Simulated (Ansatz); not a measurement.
Job for Ansatz (an electronic-structure program): R-B3LYP-D3(BJ)/def2-TZVP on CH5GeNO (SMILES C[O][Ge][NH2]).

Ansatz 0.2 input:
```yaml
crystal:
  periodic: [false, false, false]
  atoms:
    - {symbol: C, position_ang: [-1.44911804, -0.02438241, -0.36720278]}
    - {symbol: O, position_ang: [-0.68837937, -0.49574906, 0.70973147]}
    - {symbol: Ge, position_ang: [1.01743389, -0.59676992, 1.19387691]}
    - {symbol: N, position_ang: [1.85140321, 0.12593965, -0.26561441]}
    - {symbol: H, position_ang: [-0.90886152, 0.72440779, -0.95351192]}
    - {symbol: H, position_ang: [-1.72053030, -0.85428389, -1.02544602]}
    - {symbol: H, position_ang: [-2.36441773, 0.42979207, 0.02196622]}
    - {symbol: H, position_ang: [2.84931370, 0.24370974, -0.33922225]}
    - {symbol: H, position_ang: [1.41315617, 0.44733601, -1.11650145]}
basis:
  gaussian:
    orbitals: def2-TZVP
hamiltonian:
  xc: b3lyp
  dispersion: d3bj
relax: {f_tol: 0.003, max_steps: 120}
scf: {lower_state_search: off}
```

Program output:

```
WARN ansatz: RAYON_NUM_THREADS=1 ignored (pool sized by the plan → 1); use --threads N
Functional definition: B3LYP
these checks for a lower state are left out or cut short: stability, starts, cluster_reference, orbital_swaps, neighbouring_geometries, increment
integrals: 0.09 GiB planned
1095 factors; their error is unknown
mean field: 0.79 GiB planned
mean field evaluation 1: about -61162.9690 eV, gradient 8.9e1 eV
mean field evaluation 2: about -61119.8422 eV, gradient 1.6e2 eV
mean field evaluation 4: about -61177.5175 eV, gradient 9.8e0 eV
mean field evaluation 8: about -61177.6841 eV, gradient 1.9e-1 eV
mean field evaluation 16: about -61177.8945 eV, gradient 4.4e-4 eV
mean field -61177.89447507 eV, -2248.2461540925 hartree, gradient 2.4e-6 eV, S^2 0.000000; 0 other end points of the search recorded, 0 dependent functions left out
the calculation of the forces begins
reference -61177.89472316 eV, -2248.2461632097 hartree; 29, 29 occupied and 142, 142 virtual orbitals, 1095 factors
relax step   1: F+E_penalty+E_count = -61178.18707957 eV  Δ(F+E_penalty+E_count) = +0.000e0 eV  max|allowed force component| = 5.311e-1 eV/Å  Δτ_max = 0.0000 Å  (19 SCF iters, accepted)
these checks for a lower state are left out or cut short: stability, starts, cluster_reference, orbital_swaps, neighbouring_geometries, increment
integrals: 0.09 GiB planned
1095 factors; their error is unknown
mean field: 0.79 GiB planned
mean field -61177.91922741 eV, -2248.2470637242 hartree, gradient 3.0e-6 eV, S^2 0.000000; 0 other end points of the search recorded, 0 dependent functions left out
the calculation of the forces begins
reference -61177.91947363 eV, -2248.2470727727 hartree; 29, 29 occupied and 142, 142 virtual orbitals, 1095 factors
relax step   2: F+E_penalty+E_count = -61178.21512403 eV  Δ(F+E_penalty+E_count) = -2.804e-2 eV  max|allowed force component| = 4.401e-1 eV/Å  Δτ_max = 0.0820 Å  (21 SCF iters, accepted)
these checks for a lower state are left out or cut short: stability, starts, cluster_reference, orbital_swaps, neighbouring_geometries, increment
integrals: 0.09 GiB planned
1095 factors; their error is unknown
mean field: 0.80 GiB planned
mean field evaluation 32: about -61177.7255 eV, gradient 1.6e-1 eV
mean field -61177.93407590 eV, -2248.2476093962 hartree, gradient 2.0e-6 eV, S^2 0.000000; 0 other end points of the search recorded, 0 dependent functions left out
the calculation of the forces begins
reference -61177.93431940 eV, -2248.2476183446 hartree; 29, 29 occupied and 142, 142 virtual orbitals, 1095 factors
relax step   3: F+E_penalty+E_count = -61178.23487250 eV  Δ(F+E_penalty+E_count) = -1.975e-2 eV  max|allowed force component| = 2.305e-1 eV/Å  Δτ_max = 0.1331 Å  (21 SCF iters, accepted)
these checks for a lower state are left out or cut short: stability, starts, cluster_reference, orbital_swaps, neighbouring_geometries, increment
integrals: 0.09 GiB planned
1095 factors; their error is unknown
mean field: 0.80 GiB planned
mean field -61177.94211771 eV, -2248.2479049273 hartree, gradient 2.3e-6 eV, S^2 0.000000; 0 other end points of the search recorded, 0 dependent functions left out
the calculation of the forces begins
reference -61177.94236171 eV, -2248.2479138943 hartree; 29, 29 occupied and 142, 142 virtual orbitals, 1095 factors
relax step   4: F+E_penalty+E_count = -61178.24275262 eV  Δ(F+E_penalty+E_count) = -7.880e-3 eV  max|allowed force component| = 1.117e-1 eV/Å  Δτ_max = 0.0714 Å  (21 SCF iters, accepted)
these checks for a lower state are left out or cut short: stability, starts, cluster_reference, orbital_swaps, neighbouring_geometries, increment
integrals: 0.09 GiB planned
1095 factors; their error is unknown
mean field: 0.80 GiB planned
mean field -61177.92475834 eV, -2248.2472669823 hartree, gradient 2.9e-6 eV, S^2 0.000000; 0 other end points of the search recorded, 0 dependent functions left out
the calculation of the forces begins
reference -61177.92500302 eV, -2248.2472759740 hartree; 29, 29 occupied and 142, 142 virtual orbitals, 1095 factors
relax step   5: F+E_penalty+E_count = -61178.22767538 eV  Δ(F+E_penalty+E_count) = +1.508e-2 eV  max|allowed force component| = 4.700e-1 eV/Å  Δτ_max = 0.1998 Å  (26 SCF iters, rejected (line search))
these checks for a lower state are left out or cut short: stability, starts, cluster_reference, orbital_swaps, neighbouring_geometries, increment
integrals: 0.09 GiB planned
1095 factors; their error is unknown
mean field: 0.80 GiB planned
mean field -61177.94858959 eV, -2248.2481427645 hartree, gradient 1.6e-6 eV, S^2 0.000000; 0 other end points of the search recorded, 0 dependent functions left out
the calculation of the forces begins
reference -61177.94883343 eV, -2248.2481517256 hartree; 29, 29 occupied and 142, 142 virtual orbitals, 1095 factors
relax step   6: F+E_penalty+E_count = -61178.25074073 eV  Δ(F+E_penalty+E_count) = -7.988e-3 eV  max|allowed force component| = 8.191e-2 eV/Å  Δτ_max = 0.0977 Å  (21 SCF iters, accepted)
these checks for a lower state are left out or cut short: stability, starts, cluster_reference, orbital_swaps, neighbouring_geometries, increment
integrals: 0.09 GiB planned
1095 factors; their error is unknown
mean field: 0.80 GiB planned
mean field evaluation 64: about -61177.9499 eV, gradient 3.9e-3 eV
mean field -61177.94985141 eV, -2248.2481891355 hartree, gradient 1.4e-6 eV, S^2 0.000000; 0 other end points of the search recorded, 0 dependent functions left out
the calculation of the forces begins
reference -61177.95009525 eV, -2248.2481980964 hartree; 29, 29 occupied and 142, 142 virtual orbitals, 1095 factors
relax step   7: F+E_penalty+E_count = -61178.25321431 eV  Δ(F+E_penalty+E_count) = -2.474e-3 eV  max|allowed force component| = 9.800e-2 eV/Å  Δτ_max = 0.1000 Å  (21 SCF iters, accepted)
these checks for a lower state are left out or cut short: stability, starts, cluster_reference, orbital_swaps, neighbouring_geometries, increment
integrals: 0.09 GiB planned
1095 factors; their error is unknown
mean field: 0.80 GiB planned
mean field -61177.95010969 eV, -2248.2481986271 hartree, gradient 1.8e-6 eV, S^2 0.000000; 0 other end points of the search recorded, 0 dependent functions left out
the calculation of the forces begins
reference -61177.95035334 eV, -2248.2482075813 hartree; 29, 29 occupied and 142, 142 virtual orbitals, 1095 factors
relax step   8: F+E_penalty+E_count = -61178.25525086 eV  Δ(F+E_penalty+E_count) = -2.037e-3 eV  max|allowed force component| = 3.600e-1 eV/Å  Δτ_max = 0.1448 Å  (21 SCF iters, accepted)
these checks for a lower state are left out or cut short: stability, starts, cluster_reference, orbital_swaps, neighbouring_geometries, increment
integrals: 0.09 GiB planned
1095 factors; their error is unknown
mean field: 0.80 GiB planned
mean field -61177.95785552 eV, -2248.2484832811 hartree, gradient 2.9e-6 eV, S^2 0.000000; 0 other end points of the search recorded, 0 dependent functions left out
the calculation of the forces begins
reference -61177.95809839 eV, -2248.2484922063 hartree; 29, 29 occupied and 142, 142 virtual orbitals, 1095 factors
relax step   9: F+E_penalty+E_count = -61178.26307412 eV  Δ(F+E_penalty+E_count) = -7.823e-3 eV  max|allowed force component| = 8.613e-2 eV/Å  Δτ_max = 0.0609 Å  (21 SCF iters, accepted)
these checks for a lower state are left out or cut short: stability, starts, cluster_reference, orbital_swaps, neighbouring_geometries, increment
integrals: 0.09 GiB planned
1095 factors; their error is unknown
mean field: 0.80 GiB planned
mean field -61177.95806854 eV, -2248.2484911093 hartree, gradient 2.3e-6 eV, S^2 0.000000; 0 other end points of the search recorded, 0 dependent functions left out
the calculation of the forces begins
reference -61177.95831113 eV, -2248.2485000245 hartree; 29, 29 occupied and 142, 142 virtual orbitals, 1095 factors
relax step  10: F+E_penalty+E_count = -61178.26373106 eV  Δ(F+E_penalty+E_count) = -6.569e-4 eV  max|allowed force component| = 7.996e-2 eV/Å  Δτ_max = 0.0403 Å  (21 SCF iters, accepted)
these checks for a lower state are left out or cut short: stability, starts, cluster_reference, orbital_swaps, neighbouring_geometries, increment
integrals: 0.09 GiB planned
1095 factors; their error is unknown
mean field: 0.80 GiB planned
mean field -61177.95843879 eV, -2248.2485047159 hartree, gradient 2.3e-6 eV, S^2 0.000000; 0 other end points of the search recorded, 0 dependent functions left out
the calculation of the forces begins
reference -61177.95868131 eV, -2248.2485136282 hartree; 29, 29 occupied and 142, 142 virtual orbitals, 1095 factors
relax step  11: F+E_penalty+E_count = -61178.26408357 eV  Δ(F+E_penalty+E_count) = -3.525e-4 eV  max|allowed force component| = 4.225e-2 eV/Å  Δτ_max = 0.0170 Å  (21 SCF iters, accepted)
these checks for a lower state are left out or cut short: stability, starts, cluster_reference, orbital_swaps, neighbouring_geometries, increment
integrals: 0.09 GiB planned
1095 factors; their error is unknown
mean field: 0.80 GiB planned
mean field evaluation 96: about -61177.7496 eV, gradient 1.2e-3 eV
mean field -61177.95868824 eV, -2248.2485138830 hartree, gradient 2.2e-6 eV, S^2 0.000000; 0 other end points of the search recorded, 0 dependent functions left out
the calculation of the forces begins
reference -61177.95893068 eV, -2248.2485227927 hartree; 29, 29 occupied and 142, 142 virtual orbitals, 1095 factors
relax step  12: F+E_penalty+E_count = -61178.26425304 eV  Δ(F+E_penalty+E_count) = -1.695e-4 eV  max|allowed force component| = 1.166e-2 eV/Å  Δτ_max = 0.0111 Å  (22 SCF iters, accepted)
these checks for a lower state are left out or cut short: stability, starts, cluster_reference, orbital_swaps, neighbouring_geometries, increment
integrals: 0.09 GiB planned
1095 factors; their error is unknown
mean field: 0.80 GiB planned
mean field -61177.95872246 eV, -2248.2485151404 hartree, gradient 2.2e-6 eV, S^2 0.000000; 0 other end points of the search recorded, 0 dependent functions left out
the calculation of the forces begins
reference -61177.95896489 eV, -2248.2485240496 hartree; 29, 29 occupied and 142, 142 virtual orbitals, 1095 factors
relax step  13: F+E_penalty+E_count = -61178.26427425 eV  Δ(F+E_penalty+E_count) = -2.122e-5 eV  max|allowed force component| = 2.910e-3 eV/Å  Δτ_max = 0.0090 Å  (22 SCF iters, accepted)
these checks for a lower state are left out or cut short: stability, starts, cluster_reference, orbital_swaps, neighbouring_geometries, increment
integrals: 0.09 GiB planned
1095 factors; their error is unknown
mean field: 0.80 GiB planned
mean field -61177.95867897 eV, -2248.2485135425 hartree, gradient 2.2e-6 eV, S^2 0.000000; 0 other end points of the search recorded, 0 dependent functions left out
the calculation of the forces begins
reference -61177.95892136 eV, -2248.2485224501 hartree; 29, 29 occupied and 142, 142 virtual orbitals, 1095 factors
relax step  14: F+E_penalty+E_count = -61178.26427876 eV  Δ(F+E_penalty+E_count) = -4.504e-6 eV  max|allowed force component| = 2.579e-3 eV/Å  Δτ_max = 0.0063 Å  (23 SCF iters, accepted)
Total energy: -61178.26452115 eV, -2248.2597530351 hartree
Atom 0 at    -1.331126     0.051773    -0.321302 Å, force    -0.000391     0.001099     0.000940 eV/Å
Atom 1 at    -0.755038    -0.346018     0.904604 Å, force    -0.000976    -0.000765    -0.000333 eV/Å
Atom 2 at     1.005284    -0.496807     1.273942 Å, force    -0.001315     0.000874     0.000370 eV/Å
Atom 3 at     1.702193     0.004907    -0.356312 Å, force     0.002579    -0.000261    -0.000641 eV/Å
Atom 4 at    -1.028796     1.067276    -0.602796 Å, force    -0.000733    -0.001527     0.000399 eV/Å
Atom 5 at    -1.061496    -0.628424    -1.137645 Å, force    -0.000555     0.000097    -0.000092 eV/Å
Atom 6 at    -2.417632     0.038736    -0.213656 Å, force     0.001179     0.000256    -0.000444 eV/Å
Atom 7 at     2.699196     0.033715    -0.507490 Å, force     0.001427    -0.000236    -0.000415 eV/Å
Atom 8 at     1.187415     0.274843    -1.181270 Å, force    -0.001213     0.000464     0.000217 eV/Å
Dipole moment:     0.217663     0.117014    -0.384595 e Å
Checks for a lower state left out: stability, starts, cluster_reference, orbital_swaps, neighbouring_geometries, increment
```

The run converged.

Cost: very roughly 80 core-seconds.
